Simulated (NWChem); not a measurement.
System: CH2NS, doublet; SMILES N[C]=S

Input file for NWChem:

```
start job
memory heap 200 mb stack 900 mb global 1100 mb
geometry units angstroms
  N      0.147998     1.585452     0.000000
  C     -0.426398     0.405154     0.000000
  S      0.039413    -1.121665     0.000000
  H      1.162338     1.702191     0.000000
  H     -0.410875     2.431046     0.000000
end
basis spherical
  N library 6-311++g**
  C library 6-311++g**
  S library 6-311++g**
  H library 6-311++g**
end
dft
  odft
  mult 2
  xc pbe0
  iterations 150
end
driver
  maxiter 120
end
task dft optimize
task dft freq
```

NWChem printed, in part:

```
             Northwest Computational Chemistry Package (NWChem) 7.3.0
             --------------------------------------------------------

 CS  symmetry detected

                             Geometry "geometry" -> ""
                             -------------------------

 Output coordinates in angstroms (scale by  1.889725989 to convert to a.u.)

  No.       Tag          Charge          X              Y              Z
 ---- ---------------- ---------- -------------- -------------- --------------
    1 N                    7.0000     0.13874364     1.59588157     0.00000000
    2 C                    6.0000    -0.42543469     0.41066557     0.00000000
    3 S                   16.0000     0.05354867    -1.11207245     0.00000000
    4 H                    1.0000     1.15203732     1.72137879     0.00000000
    5 H                    1.0000    -0.42741334     2.43661608     0.00000000

 Effective nuclear repulsion energy (a.u.)      86.4853086506

      Symmetry information
      --------------------

 Group name             Cs
 Group number              2
 Group order               2
 No. of unique centers     5

                                Z-matrix (autoz)
                                --------

 Units are Angstrom for bonds and degrees for angles

      Type          Name      I     J     K     L     M      Value
      ----------- --------  ----- ----- ----- ----- ----- ----------
    1 Stretch                  1     2                       1.31264
    2 Stretch                  1     4                       1.02104
    3 Stretch                  1     5                       1.01359
    4 Stretch                  2     3                       1.59629
    5 Bend                     1     2     3               137.08376
    6 Bend                     2     1     4               122.51523
    7 Bend                     2     1     5               120.58832
    8 Bend                     4     1     5               116.89645
    9 Torsion                  3     2     1     4           0.00000
   10 Torsion                  3     2     1     5         180.00000

                           NWChem Geometry Optimization
                           ----------------------------

[...]

      ----------------------
      Optimization converged
      ----------------------

  Step       Energy      Delta E   Gmax     Grms     Xrms     Xmax
  ---- ---------------- -------- -------- -------- -------- --------
@    3    -491.98465149 -1.9D-07  0.00005  0.00002  0.00052  0.00131
                                     ok       ok       ok       ok

                                Z-matrix (autoz)
                                --------

 Units are Angstrom for bonds and degrees for angles

      Type          Name      I     J     K     L     M      Value     Gradient
      ----------- --------  ----- ----- ----- ----- ----- ---------- ----------
    1 Stretch                  1     2                       1.31262    0.00003
    2 Stretch                  1     4                       1.01569    0.00003
    3 Stretch                  1     5                       1.00767   -0.00001
    4 Stretch                  2     3                       1.59489   -0.00005
    5 Bend                     1     2     3               136.82533   -0.00000
    6 Bend                     2     1     4               122.42728    0.00001
    7 Bend                     2     1     5               120.36277   -0.00001
    8 Bend                     4     1     5               117.20995   -0.00000
    9 Torsion                  3     2     1     4           0.00000    0.00000
   10 Torsion                  3     2     1     5         180.00000    0.00000

                         Geometry "geometry" -> "geometry"
                         ---------------------------------

 Output coordinates in angstroms (scale by  1.889725989 to convert to a.u.)

[...]

 Rotational Constants
 --------------------
 A=   4.150903 cm-1  (  5.972090 K)
 B=   0.196845 cm-1  (  0.283209 K)
 C=   0.187932 cm-1  (  0.270387 K)

 Temperature                      =   298.15K
 frequency scaling parameter      =   1.0000

 Zero-Point correction to Energy  =   19.839 kcal/mol  (  0.031615 au)
 Thermal correction to Energy     =   22.120 kcal/mol  (  0.035251 au)
 Thermal correction to Enthalpy   =   22.712 kcal/mol  (  0.036194 au)

 Total Entropy                    =   62.434 cal/mol-K
   - Translational                =   38.178 cal/mol-K (mol. weight =  59.9908)
   - Rotational                   =   21.869 cal/mol-K (symmetry #  =        1)
   - Vibrational                  =    2.387 cal/mol-K

 Cv (constant volume heat capacity) =   10.633 cal/mol-K
   - Translational                  =    2.979 cal/mol-K
   - Rotational                     =    2.979 cal/mol-K
   - Vibrational                    =    4.674 cal/mol-K

[normal modes left out]

 ----------------------------------------------------------------------------
 Normal Eigenvalue ||           Projected Infra Red Intensities
  Mode   [cm**-1]  || [atomic units] [(debye/angs)**2] [(KM/mol)] [arbitrary]
 ------ ---------- || -------------- ----------------- ---------- -----------
    1       -0.000 ||    0.009358           0.216         9.123       1.847
    2        0.000 ||    0.003042           0.070         2.965       0.600
    3        0.000 ||    0.001022           0.024         0.996       0.202
    4        0.000 ||    0.009681           0.223         9.437       1.911
    5        0.000 ||    0.004123           0.095         4.019       0.814
    6        0.000 ||    0.000002           0.000         0.002       0.000
    7      378.155 ||    0.011239           0.259        10.957       2.218
    8      498.638 ||    0.205159           4.733       199.999      40.493
    9      586.135 ||    0.000522           0.012         0.508       0.103
   10      897.328 ||    0.015365           0.354        14.979       3.033
   11     1159.757 ||    0.001884           0.043         1.837       0.372
   12     1545.794 ||    0.242408           5.593       236.311      47.845
   13     1647.058 ||    0.159986           3.691       155.962      31.577
   14     3494.588 ||    0.004725           0.109         4.606       0.933
   15     3676.450 ||    0.091469           2.110        89.168      18.053
 ----------------------------------------------------------------------------
```

Level: PBE0/6-311++G** (spherical d), spin-unrestricted. In the optimisation the excess spin sits in a' (Cs, its own frame). No stability test was run on the SCF state.
